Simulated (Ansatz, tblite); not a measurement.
Removing and adding an electron: Zn₇H₂₀Se₇. Charge 0, multiplicity 1. Geometry: r2SCAN-D4/def2-SVP. Ansatz, gas phase; energy differences of separate SCF runs; the oxidised species was run as a doublet alone; the reduced species was run as a doublet alone.

```xyz
34

Zn    1.517    2.024    0.702
Zn   -2.858   -1.019   -2.223
Zn    0.053    1.924    3.298
Zn    1.681    2.079   -1.962
Zn    2.959   -1.847   -0.254
Zn    0.704   -2.496    2.157
Zn    1.517   -0.300    3.350
Se   -1.385    0.506   -3.734
Se   -0.623    1.787   -0.733
Se    3.060    0.209    1.487
Se   -3.685    0.556   -0.315
Se   -1.004   -2.204   -0.897
Se   -0.861   -0.290    2.153
Se    1.782   -0.496   -2.025
H     0.976    2.750    2.081
H     2.434    2.712   -0.512
H    -3.970   -1.829   -2.951
H    -1.022    2.725    4.088
H     1.826    2.821   -3.322
H     4.202   -2.720   -0.568
H     1.680   -2.117    0.830
H    -0.182   -3.775    2.285
H     1.297    1.036    4.262
H     1.585   -1.915    3.614
H    -2.416    1.559   -3.812
H    -1.951   -0.133   -4.951
H    -0.919    3.198   -0.437
H     4.036    1.202    1.975
H    -3.934    1.685   -1.227
H    -5.094    0.105   -0.483
H    -1.972   -3.097   -0.222
H    -0.800   -3.187   -1.981
H    -1.413   -0.803    3.423
H     2.778   -0.651   -3.094
```

The xTB rows come from tblite. Single mean-field runs in def2-TZVP are fitted with def2-universal-jkfit. HOMO above LUMO, or a gap near zero within one spin, warns that the state may not be the lowest or that an electron is smeared out. In the singlet geometry the species has come apart into loosely held pieces. In the doublet geometry the species has come apart into loosely held pieces.

```json
{"level": "GFN1-xTB", "−HOMO (eV)": "9.32", "vertical IE (eV)": "11.15", "−LUMO (eV)": "6.41", "vertical EA (eV)": "4.26", "HOMO–LUMO gap (eV)": "2.91", "IE − EA (eV)": "6.88", "remarks": "–"}
{"level": "GFN2-xTB", "−HOMO (eV)": "11.00", "vertical IE (eV)": "12.59", "−LUMO (eV)": "7.72", "vertical EA (eV)": "5.98", "HOMO–LUMO gap (eV)": "3.29", "IE − EA (eV)": "6.61", "remarks": "–"}
{"level": "PBE-D4/def2-TZVP", "−HOMO (eV)": "5.70", "vertical IE (eV)": "7.40", "−LUMO (eV)": "2.40", "vertical EA (eV)": "0.80", "HOMO–LUMO gap (eV)": "3.30", "IE − EA (eV)": "6.61", "remarks": "HOMO above zero (-1 doublet), gap within one spin near zero (+1 doublet), gap within one spin near zero (-1 doublet)"}
{"level": "PBE0-D4/def2-TZVP", "−HOMO (eV)": "6.76", "vertical IE (eV)": "7.96", "−LUMO (eV)": "1.59", "vertical EA (eV)": "0.50", "HOMO–LUMO gap (eV)": "5.17", "IE − EA (eV)": "7.47", "remarks": "HOMO above zero (-1 doublet)"}
```

   A HOMO above zero means that the electron is unbound at that level or that self-interaction error raises the level; the energy of removing that electron tells which. Raw xTB energy differences between charge states are shifted by several eV; the methods need an empirical correction for them. Sets without diffuse functions give affinities that are too small.
